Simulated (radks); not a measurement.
The numbers below are computed, except where a source is named.
Species: Sb+. Configuration: [Kr] 4d10 5s2 5p2 (the NIST ground configuration).

Code: a radial shooting solver on a logarithmic mesh with Libxc functionals. Model: non-relativistic Kohn-Sham, SCAN, spin-unpolarised, spherical densities, point nucleus; meta-GGA in the generalised Kohn-Sham scheme; relativity is left out, which matters for an element this heavy.

Energy parts (hartree):
| part | energy |
|---|---|
| total | -6316.05837 |
| kinetic | 6313.68760 |
| electron-nucleus | -14992.63041 |
| Hartree | 2529.33319 |
| exchange-correlation | -166.44875 |

Orbitals (lengths in bohr, moments of r in powers of bohr; <r^-3> diverges for s and p1/2):
| orbital | occ. | eigenvalue (hartree) | <r^2> | <r^4> | <r^-3> | <1/r> |
|---|---|---|---|---|---|---|
| 1s | 2 | -1074.227 | 0.001190 | 3.584e-06 | - | 50.47 |
| 2s | 2 | -160.5010 | 0.01942 | 0.0006413 | - | 11.57 |
| 2p | 6 | -150.2574 | 0.01463 | 0.0004200 | 4323 | 11.56 |
| 3s | 2 | -31.87335 | 0.1344 | 0.02741 | - | 4.197 |
| 3p | 6 | -27.59270 | 0.1294 | 0.02665 | 797.1 | 4.111 |
| 3d | 10 | -19.70490 | 0.1106 | 0.02243 | 127.5 | 3.966 |
| 4s | 2 | -5.53080 | 0.7620 | 0.8600 | - | 1.671 |
| 4p | 6 | -4.07067 | 0.8546 | 1.124 | 144.8 | 1.564 |
| 4d | 10 | -1.63777 | 1.227 | 2.693 | 16.83 | 1.302 |
| 5s | 2 | -0.73616 | 5.724 | 50.09 | - | 0.5698 |
| 5p | 2 | -0.44536 | 8.139 | 104.8 | 12.70 | 0.4748 |

The highest occupied level is 5p at -12.119 eV. The density falls to 0.001 e/bohr^3 at r = 4.31 bohr. The electron density at the nucleus is 9.344e+04 e/bohr^3. Summed over all electrons, <r^2> = 48.93 bohr^2, which gives a Langevin (diamagnetic) susceptibility term of -38.8 x 10^-6 cm^3/mol.
